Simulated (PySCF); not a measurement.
# Tm⁵²⁺: ionisation energy

Tm⁵²⁺ [Ne] 3s2 3p5 (2P) → Tm⁵³⁺ [Ne] 3s2 3p4 (3P), as a difference of total energies. Calculation: PySCF 2.14, in an even-tempered Gaussian basis (17 s from 12 bohr⁻², ratio 2.5; 12 p from 16 bohr⁻², ratio 2.5; 4 d from 67 bohr⁻², ratio 2.7; 4 f from 100 bohr⁻², ratio 2.7); the spin-free X2C one-electron Hamiltonian (Gaussian nucleus). Correlated levels: outer shells: 1s2 frozen; virtual orbitals above 40 to 60 times the deepest correlated orbital energy dropped. The calculations carry no spin-orbit coupling.

| method | ionisation energy (eV) |
| --- | --- |
| UHF | 5000.9 |
| MP2 (outer shells) | 5002.0 |
| SCS-MP2 (outer shells) | 5001.9 |
| CCSD (outer shells) | 5002.0 |
| CCSD(T) (outer shells) | 5002.0 |

Spin-orbit coupling is strong in these open shells (close to jj coupling). The scalar numbers leave it out and a first-order estimate fails, so it can dominate the gap to the real levels.

Breit and QED terms and the two-electron picture change are absent.

For comparison: 4922 ± 4 eV (theoretical estimate listed by NIST; NIST Atomic Spectra Database, ionization energies).
